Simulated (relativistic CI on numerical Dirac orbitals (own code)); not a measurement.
Calculated at this level of theory: Dirac-Coulomb-Breit CI, orbitals from a KLI potential per configuration, model QED, unscaled Slater integrals (own radial code, finite nucleus).

The strongest absorption lines from the ground level of an ion, among the configurations computed and to levels below about 218 eV (vacuum wavelength in Å, gf): 63.349 (0.12), 64.832 (0.086), 66.193 (0.052), 66.465 (0.12), 69.351 (0.43), 69.697 (0.14), 70.880 (0.26), 72.875 (0.16).

**Question.** Which ion is it?
A. Os XXXV
B. Ta XXX
C. Ta XXXII
D. Ta XXXIV

**Answer.** C. Ta XXXII has 42 electrons and the ground level 4s²4p⁶4d⁶ ⁵D4; the strongest line goes to 4s²4p⁵4d⁷ ³D°3. The pattern of lines fixes the number of electrons, and along that sequence the line energies rise steadily with the charge (about as its square where n changes within one kind of shell, about linearly where n is kept but much faster in heavy ions where fine structure, which grows about as Z⁴, sets the gap, and irregularly where shells cross), which fixes Z. Configurations outside the model, such as inner-shell arrays, can give stronger lines. At this charge energies of transitions that change n are usually good to better than 1 %, and those within a shell (Δn = 0) to a few per cent. Terms inside the open d or f shell come out 10 to 20 % too wide with unscaled integrals.

LS names give the leading component of a level, which can be under half, so a name can repeat, a term be missing and a line seem to break the LS rules.
